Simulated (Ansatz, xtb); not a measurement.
BCl3H5NSi: which of two isomers lies lower

Structure I is `[NH3+][BH2-][Si](Cl)(Cl)Cl`, a singlet and structure II is `Cl[BH2-][NH2+][SiH](Cl)Cl`, a singlet. Both are isolated molecules in the gas phase, relaxed with PBE0-D4/def2-SVP; the shapes shown needn't be the lowest conformers.

I (Å):

```yaml
atoms:
  - { symbol: B, position_ang: [0.4643, -2.2072, 0.7257] }
  - { symbol: Cl, position_ang: [-0.8066, -0.1921, 3.0605] }
  - { symbol: Cl, position_ang: [-2.8168, -1.7272, 0.9545] }
  - { symbol: Cl, position_ang: [-1.3694, -3.4751, 3.4217] }
  - { symbol: N, position_ang: [0.3542, -0.8775, -0.1889] }
  - { symbol: Si, position_ang: [-1.0297, -2.0023, 2.0233] }
  - { symbol: H, position_ang: [-0.5642, -0.8231, -0.6401] }
  - { symbol: H, position_ang: [0.4615, -0.0330, 0.3807] }
  - { symbol: H, position_ang: [1.0690, -0.8624, -0.9179] }
  - { symbol: H, position_ang: [0.2910, -3.1723, 0.0034] }
  - { symbol: H, position_ang: [1.5468, -2.1906, 1.2833] }
```

II (Å):

```yaml
atoms:
  - { symbol: B, position_ang: [0.1651, -0.8744, -1.3015] }
  - { symbol: Cl, position_ang: [-1.2347, -1.4996, -0.2283] }
  - { symbol: Cl, position_ang: [2.6812, 1.3282, 1.3319] }
  - { symbol: Cl, position_ang: [0.9800, -1.1409, 2.8011] }
  - { symbol: N, position_ang: [1.4238, -0.9307, -0.2681] }
  - { symbol: Si, position_ang: [1.0370, 0.0974, 1.1798] }
  - { symbol: H, position_ang: [0.0150, 0.2983, -1.5969] }
  - { symbol: H, position_ang: [0.4076, -1.6187, -2.2288] }
  - { symbol: H, position_ang: [1.5676, -1.9053, 0.0126] }
  - { symbol: H, position_ang: [2.2816, -0.6134, -0.7293] }
  - { symbol: H, position_ang: [-0.1653, 0.9187, 1.0150] }
```

Task: Which of the two would you expect CCSD(T)/def2-SVP + ΔMP2/def2-TZVPP electronic energies to favour?

Result: Structure I; the calculation gives E(II) − E(I) = +0.107 eV.

Level by level:

```tsv
level	geometry	E(II) − E(I) (eV)	departure from the last row (eV)	job, with rough time for the two
PBE0-D4/def2-SVP	PBE0-D4/def2-SVP	+0.279	+0.172	optimisation, 87 s
HF/def2-SVP	PBE0-D4/def2-SVP	+0.041	−0.066	part of the CCSD(T) run
MP2/def2-SVP	PBE0-D4/def2-SVP	+0.092	−0.015	part of the CCSD(T) run
CCSD(T)/def2-SVP	PBE0-D4/def2-SVP	+0.104	−0.003	single point
CCSD(T)/def2-SVP + ΔMP2/def2-TZVPP	PBE0-D4/def2-SVP	+0.107		single point, 53 s
```

As drawn, II has 1 B–Cl, 1 N–Si, 1 Si–H in place of 1 B–Si, 1 Cl–Si, 1 N–H.

None of the levels shown reverses the order. The largest departure from CCSD(T)/def2-SVP + ΔMP2/def2-TZVPP is that of PBE0-D4/def2-SVP, 0.172 eV. Levels run at GFN2-xTB geometries aren't shown. The last row adds to CCSD(T) the change of the MP2 difference between the two basis sets, here +0.003 eV.

With thermal terms from frequencies at re-optimised GFN2-xTB minima (ideal gas, soft modes damped towards free rotors, one conformer each, 298.15 K, 1 atm): the zero-point term adds −0.070 eV; ΔH is +0.021 and ΔG +0.051 eV.

The correlated steps freeze 22 core orbitals. Run with Ansatz 0.2.0, xtb 6.7.1; the last row on 2 threads of Arm Neoverse V2 on a shared host.
